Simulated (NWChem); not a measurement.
N$_{2}$H$_{4}$Te; SMILES N[Te]N

```xyz
7

Te     0.0000     0.0000     0.3412
N     -1.6430     0.0000    -0.8578
H     -1.7403    -0.8335    -1.4327
H     -1.7403     0.8335    -1.4327
N      1.6430     0.0000    -0.8578
H      1.7403     0.8335    -1.4327
H      1.7403    -0.8335    -1.4327
```
Atoms are numbered in this order, from 1.

Results from NWChem. Geometry: optimised at PBE0/def2-SVP. def2 effective core potentials on Te; no spin-orbit coupling.

Question: Estimate the computed values for PBE/def2-SVP (core potentials). Quantities: highest occupied level (eV); orbital gap (eV); dipole (D).

Answer: 
- highest occupied level (eV): -4.74
- orbital gap (eV): 3.86
- dipole (D): 2.44
